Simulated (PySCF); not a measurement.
Gas-phase reaction: HfCl₃OH + 3 OH → HfO₂ + 3 Cl + 2 H₂O

Computed with PySCF and rigid-rotor harmonic-oscillator thermochemistry at 1 bar. † marks an energy on the PBE0/def2-TZVP geometry and frequencies. MP2 freezes the core. Open shells (unrestricted): OH (multiplicity 2, electronic degeneracy 4), Cl (multiplicity 2, electronic degeneracy 6); the rest are closed-shell singlets. Spin-orbit splitting is ignored; it lowers the true energy and changes the entropy of OH, Cl. B3LYP is the form with VWN-RPA correlation. Hf: scalar-relativistic def2 core potential, no spin-orbit coupling. HfCl₃OH: computed as isolated molecules; such fragments, hydroxides, amides, oligomers or adducts are transient or little studied in the gas. MP2 isn't extrapolated to the basis-set limit; its ΔH°(298 K) is 519.2 kJ in def2-SVP and 533.8 kJ in def2-TZVPP. The harmonic model lacks anharmonicity and excited electronic states, which grow with temperature; levels with a mode under 35 cm⁻¹ are left out. Soft modes under 120 cm⁻¹ make the harmonic entropy rough for HfCl₃OH.

ΔH° and ΔS° at 298 K: B3LYP/def2-TZVP† 583 kJ, 216 J/K; M06-2X/def2-TZVP† 639 kJ, 216 J/K; MP2/def2-SVP† 519 kJ, 216 J/K; PBE0/def2-QZVP† 616 kJ, 216 J/K; r2SCAN/def2-TZVP† 638 kJ, 216 J/K.

Question: With the heat capacities included, give log10 K (1 bar) at 800, 1000, 1400, 1600, 1800 K from B3LYP/def2-TZVP†, M06-2X/def2-TZVP†, MP2/def2-SVP†, PBE0/def2-QZVP†, r2SCAN/def2-TZVP†.

Answer: 
```tsv
T (K)	B3LYP/def2-TZVP†	M06-2X/def2-TZVP†	MP2/def2-SVP†	PBE0/def2-QZVP†	r2SCAN/def2-TZVP†
800	-27.2	-30.9	-23.0	-29.4	-30.8
1000	-19.7	-22.7	-16.4	-21.5	-22.6
1400	-11.3	-13.4	-8.9	-12.5	-13.3
1600	-8.7	-10.5	-6.6	-9.8	-10.5
1800	-6.6	-8.3	-4.8	-7.6	-8.2
```
